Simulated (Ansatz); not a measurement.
C4H5F (SMILES C=CC(=C)F) moved off its minimum; all values from Ansatz (a first-principles code), cores frozen in correlated methods.
(charge 0, multiplicity 1)
```xyz
10

C     -1.9371    -0.3704     0.1041
C     -0.7733    -0.4599    -0.5735
C      0.5112     0.0740    -0.0969
C      1.6684     0.0052    -0.7076
F      0.4362     0.6456     1.0791
H     -1.9838     0.1358     1.1093
H     -2.9104    -0.7742    -0.2999
H     -0.7255    -0.9290    -1.5244
H      1.7359    -0.4976    -1.6826
H      2.5689     0.3994    -0.2534
```

Question: Give the forces (eV/Å), the total energy and the dipole at CCSD(T)/cc-pVTZ.

Answer: 
| atom | Fx | Fy | Fz |
|---|---|---|---|
| C1 | -0.824 | 0.221 | 0.634 |
| C2 | -0.193 | 0.372 | 0.634 |
| C3 | -1.667 | -0.682 | -0.371 |
| C4 | 1.543 | -0.552 | -1.507 |
| F5 | -0.116 | 0.860 | 1.666 |
| H6 | 0.086 | -0.615 | -1.214 |
| H7 | 1.340 | 0.446 | 0.422 |
| H8 | -0.068 | -0.398 | -0.747 |
| H9 | -0.012 | 0.335 | 0.547 |
| H10 | -0.090 | 0.011 | -0.065 |
Energy -254.8250 hartree, dipole 1.17 D.

Doubts at one or more of the structures used: a restricted determinant that unrestricted orbitals would lower (CCSD(T)/cc-pVTZ).
